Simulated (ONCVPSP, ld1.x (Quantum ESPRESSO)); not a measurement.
**Potentials for Zn (Z = 30) compared**

Generated with ld1.x 7.5 (TM, RRKJ, ultrasoft, PAW), atompaw 4.2 or ONCVPSP 4.0.1. The cutoff is in Ry: for ld1.x and atompaw files where the sum of valence levels is converged to 10 mRy in a Bessel basis, for ONCV files where the hardest occupied wave has 1 mHa per electron of residual kinetic energy. The error is the largest all-electron minus pseudo excitation energy over each file’s own four to seven test configurations (ionisations up to +4, promotions, holes and added fractions of an electron), all of which were solved. The labels leave out finer settings (local radius, basis sizes, second energies), which also bear on the numbers. Spin-polarised tests are not counted. The rows are a selection from randomly drawn settings: files with unsolved tests, undetermined cutoffs or missed reference levels are left out.

A true bound ghost makes a file unfit for plane-wave use even where its test errors are small: the radial tests pick states by their node count and pass the ghost by.

```csv
potential,cutoff (Ry),largest error (meV),bound ghosts
"RRKJ, PBEsol, scalar-relativistic, rc 1.55/2.55/1.10 (spd), local s, core correction yes, reference 3d10 4s1 4p0",160,-2289,none
"TM, PBE, scalar-relativistic, rc 1.00/0.60/0.90 (spd), local smoothed, core correction no, reference 3s2 3p6 3d9 4s0 4p0",300,+1697,none
"ONCV, PBE, fully relativistic, rc 1.35/1.10/0.90/1.20 (spdf), local smoothed, core correction no, reference 3s2 3p6 3d10 4s2, qcut 7.4/14.2/16.8/9.2, projectors 3/2/2/1",228,+7.2,none
"ultrasoft, LDA (PZ), scalar-relativistic, rc 1.00/1.05/1.55 (spd), local smoothed, core correction yes, reference 3s2 3p6 3d10 4s2 4p0",100,-28,none
"ONCV, PBE, scalar-relativistic, rc 0.90/0.80/1.05 (spd), local smoothed, core correction yes, reference 3s2 3p6 3d10, qcut 13.3/16.6/16, projectors 2/2/1",204,+4.6,none
"ONCV, LDA (Perdew-Wang 92), scalar-relativistic, rc 2.10/1.00/0.85 (spd), local smoothed, core correction yes, reference 3p6 3d10 4s1.5 4p0.5, qcut 3.3/15.8/17.9, projectors 1/2/3",255,-29,s
```

(1) Fill in the row for Zn: ONCV, LDA (Perdew-Zunger), scalar-relativistic, rc 2.10/2.20 (sp), local smoothed, core correction yes, reference 4s1 4p1, qcut 2.9/4, projectors 2/2.

Answers

(1) cutoff 14 Ry, largest error -85 meV, bound ghosts: none.
